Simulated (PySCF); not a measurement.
# How methods differ on the ionisation energy of Sb+

Sb+ [Kr] 4d10 5s2 5p2 (3P) → Sb(2+) [Kr] 4d10 5s2 5p1 (2P), as a difference of total energies. All numbers are calculated (PySCF 2.14, scalar relativity through the core potential, in def2-TZVP with the def2 core potential (28 electrons) (6s5p3d2f, 50 functions)). Correlated levels: valence: 4s2 4p6 4d10 frozen. The calculations carry no spin-orbit coupling.

```
           method  ionisation energy (eV)
              UHF                  16.009
            M06-L                  16.133
              LDA                  16.654
    MP2 (valence)                  16.318
SCS-MP2 (valence)                  16.255
   CCSD (valence)                  16.353
CCSD(T) (valence)                  16.375
```

**Question.** How much does correlation contribute at CCSD(T) (valence)?

**Answer.** 16.375 − (16.009) = 0.366 eV, measured against UHF.

The reference lies between the lowest fine-structure levels, while these numbers refer to the centres of the terms.

Errors of the correlated levels include the incompleteness of this basis and the frozen core.

For comparison: 16.626 ± 0.025 eV (measured; NIST Atomic Spectra Database, ionization energies).
